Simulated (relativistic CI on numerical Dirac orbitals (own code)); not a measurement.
**Sensitivity of the levels of Tm24+ to α and to the nuclear radius**

Method of calculation: Dirac-Coulomb-Breit CI, orbitals from a KLI potential per configuration, derivatives by finite differences, unscaled Slater integrals, QED left out (own radial code, finite nucleus).

Configurations in the expansion (outside the closed core [Ar] 3d10): 4s2 4p6 4d9, 4s2 4p5 4d10, 4s2 4p6 4d8 4f, 4s 4p6 4d10, 4s2 4p5 4d9 4f, 4s2 4p6 4d8 5s, 4s 4p6 4d9 4f, 4s2 4p6 4d8 5p. Levels of other configurations are missing.

With x = (α/α₀)² − 1 an excitation energy changes as ω = ω₀ + qx; K = 2q/ω₀ is the relative enhancement. Terms are leading LS components, so labels can repeat. The field-shift factor is F = δν/δ⟨r²⟩ for the transition from the lowest level.

Lowest level 4s2 4p6 4d9 2D_5/2.

| Level | ω₀ (cm⁻¹) | q (cm⁻¹) | K | F (GHz/fm²) |
| --- | --- | --- | --- | --- |
| 4s2 4p6 4d9 2D_3/2 | 87672 | 88270 | 2.01 | 1.86 |
| 4s2 4p5 4d10 2P°_3/2 | 1241023 | 105400 | 0.17 | 7.93 |
| 4s2 4p6 4d8 4f 4F°_5/2 | 1339472 | -1283 | -0.00192 | 13.4 |
| 4s2 4p6 4d8 4f 4F°_7/2 | 1342973 | 5227 | 0.00778 | 13.6 |
| 4s2 4p6 4d8 4f 4D°_3/2 | 1352487 | 1861 | 0.00275 | 13.5 |
| 4s2 4p6 4d8 4f 4F°_9/2 | 1358476 | 15820 | 0.0233 | 14 |
| 4s2 4p6 4d8 4f 2F°_5/2 | 1363766 | 7552 | 0.0111 | 13.6 |
| 4s2 4p6 4d8 4f 4I°_13/2 | 1370674 | -1474 | -0.00215 | 13.7 |
| 4s2 4p6 4d8 4f 2P°_1/2 | 1371960 | 22580 | 0.0329 | 13.5 |
| 4s2 4p6 4d8 4f 4I°_15/2 | 1374715 | 12560 | 0.0183 | 14.2 |
| 4s2 4p6 4d8 4f 4H°_11/2 | 1378740 | 3047 | 0.00442 | 13.8 |
| 4s2 4p6 4d8 4f 4D°_7/2 | 1379146 | 18220 | 0.0264 | 13.9 |
| 4s2 4p6 4d8 4f 2D°_3/2 | 1387590 | 21580 | 0.0311 | 14.1 |

At this charge energies of transitions that change n are usually good to better than 1 %, and those within a shell (Δn = 0) to a few per cent.
